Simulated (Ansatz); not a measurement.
C3H6Cl (SMILES [CH2]CCCl), doublet, geometry from GFN2-xTB; CCSD/STO-3G in Ansatz (an electronic-structure program).

Here is a job for Ansatz.
Ansatz 0.2 input:
```yaml
crystal:
  periodic: [false, false, false]
  atoms:
    - {symbol: C, position_ang: [1.01004519, -0.59141257, 0.01804838]}
    - {symbol: C, position_ang: [2.39623104, -0.09879675, -0.00017113]}
    - {symbol: C, position_ang: [0.02437817, 0.59306770, -0.01533662]}
    - {symbol: H, position_ang: [0.81435877, -1.16953832, 0.92361527]}
    - {symbol: H, position_ang: [0.80953602, -1.21837179, -0.85418657]}
    - {symbol: Cl, position_ang: [-1.66354710, 0.01486371, -0.00038923]}
    - {symbol: H, position_ang: [2.86745217, 0.16131528, -0.92770128]}
    - {symbol: H, position_ang: [2.89985337, 0.14732831, 0.91380985]}
    - {symbol: H, position_ang: [0.15203642, 1.22921107, 0.85976434]}
    - {symbol: H, position_ang: [0.15313749, 1.18022195, -0.92392847]}
basis:
  gaussian:
    orbitals: STO-3G
magnetization: {spin_polarized: true, initial_magnetization: 1}
correlation: {method: ccsd}
```

What the program printed (banner, timings and long lists left out):

```
Functional definition: HF
390 factors; integrals over basis functions are off by at most 3.6e-5 eV
mean field evaluation 1: about -15514.7320 eV, gradient 1.5e1 eV
mean field evaluation 2: about -15514.9318 eV, gradient 1.5e1 eV
mean field evaluation 4: about -15516.9917 eV, gradient 1.5e0 eV
mean field evaluation 8: about -15517.0261 eV, gradient 2.1e-2 eV
mean field evaluation 16: about -15516.8323 eV, gradient 5.2e-1 eV
mean field -15517.02614453 eV, -570.2401929935 hartree, gradient 1.8e-6 eV, S^2 0.764992; 0 other end points of the search recorded, 0 dependent functions left out
8 core orbitals not correlated
reference -15517.02614453 eV, -570.2401929935 hartree; 13, 12 occupied and 9, 10 virtual orbitals, 390 factors
second order -3.95214950 eV of doubles, -0.00000000 eV of singles
cycle   1  -4.84215411 eV  change   -8.9e-1 eV  update   6.9e-2
cycle   2  -5.28556507 eV  change   -4.4e-1 eV  update   2.8e-2
cycle   3  -5.32449875 eV  change   -3.9e-2 eV  update   7.2e-3
cycle   4  -5.32850846 eV  change   -4.0e-3 eV  update   2.8e-3
cycle   5  -5.32964498 eV  change   -1.1e-3 eV  update   9.8e-4
cycle   6  -5.32980027 eV  change   -1.6e-4 eV  update   3.2e-4
cycle   7  -5.32980864 eV  change   -8.4e-6 eV  update   1.2e-4
cycle   8  -5.32982101 eV  change   -1.2e-5 eV  update   4.7e-5
cycle   9  -5.32981100 eV  change    1.0e-5 eV  update   2.1e-5
Total energy: -15522.35595553 eV, -570.4360599351 hartree
```
